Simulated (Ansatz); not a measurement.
Wavefunction ladder for AlClFH3OSi (`[F][Al]([Cl])[O][SiH3]`)

Cartesian coordinates in Å:
```
F -1.313 1.417 -2.358
Al -0.091 0.541 -1.716
Cl 1.487 0.007 -2.944
O -0.133 0.101 -0.118
Si -0.013 -0.401 1.429
H -0.430 0.695 2.340
H 1.390 -0.782 1.731
H -0.896 -1.578 1.635
```

The species carries charge 0 and has multiplicity 1. The geometry is a stationary point of PBE0-D4/def2-TZVP. It is one conformer, not always the lowest. Frozen core, restricted reference, Ansatz 0.2.0. CBS rows extrapolate triple and quadruple zeta; past MP2 they add the triple-zeta difference.

```tsv
basis	HF (Eh)	MP2 corr.	CCSD corr.	(T)	CCSD(T) total
def2-SVP	?	-0.65149	-0.68982	-0.01228	?
def2-TZVPP	?	?	-0.90079	-0.03004	?
def2-QZVPP	?	-0.94252	–	–	–
CBS(def2)	-1166.82713	-1.00108	-1.03841	as TZ	-1167.89558
```

Question: Fill in the withheld values. (Best estimate.)

Answer: Computed: def2-SVP HF (Eh): -1166.20412; def2-SVP CCSD(T) total: -1166.90622; def2-TZVPP HF (Eh): -1166.78305; def2-TZVPP MP2 corr.: -0.86346; def2-TZVPP CCSD(T) total: -1167.71388; def2-QZVPP HF (Eh): -1166.82180.
